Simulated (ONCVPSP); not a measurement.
**Cr: excitation energies, all-electron against ONCV**

chromium, optimised norm-conserving Vanderbilt (ONCV), made with ONCVPSP 4.0.1 (PBEsol, scalar-relativistic). Core [Ar], reference 3d5 4p1. Waves: s scattering state at 0.13 Ha: rc 3.25 bohr, ncon 5, nbas 8, qcut 2.3 1/bohr, 2 projectors, debl 3.1 Ha; 4p: rc 3.85 bohr, ncon 5, nbas 8, qcut 2.1 1/bohr, 1 projector; 3d: rc 2.15 bohr, ncon 4, nbas 9, qcut 5.7 1/bohr, 2 projectors, debl 0.9 Ha. Local part: polynomial inside 1.90 bohr (lpopt 5, dvloc0 0 Ha). Core correction: none.

In the s channel the program set the typed energies aside and used 0.050, 3.150 Ha.

Energies are relative to the spin-unpolarised reference configuration 3d5 4p1; without spin polarisation the order of configurations can differ from experiment.

**Question.** Give the all-electron excitation energy and the error of the potential for: 3d5 4s1 4p0; 3d5 4p0; 3d4 4p0; 3d4 4s1 4p0.

**Answer.**

```json
{"valence configuration": "3d5 4s1 4p0", "charge": "0", "ΔE all-electron (eV)": "-3.144", "error AE − PS (meV)": "+29"}
{"valence configuration": "3d5 4p0", "charge": "+1", "ΔE all-electron (eV)": "3.730", "error AE − PS (meV)": "+5.1"}
{"valence configuration": "3d4 4p0", "charge": "+2", "ΔE all-electron (eV)": "19.745", "error AE − PS (meV)": "+89"}
{"valence configuration": "3d4 4s1 4p0", "charge": "+1", "ΔE all-electron (eV)": "4.867", "error AE − PS (meV)": "+127"}
```

Note: no bound ghost flagged but for a GHOST(-) flag that falls on a real empty level of the atom; GHOST(+) flagged for s at 85.1 eV.
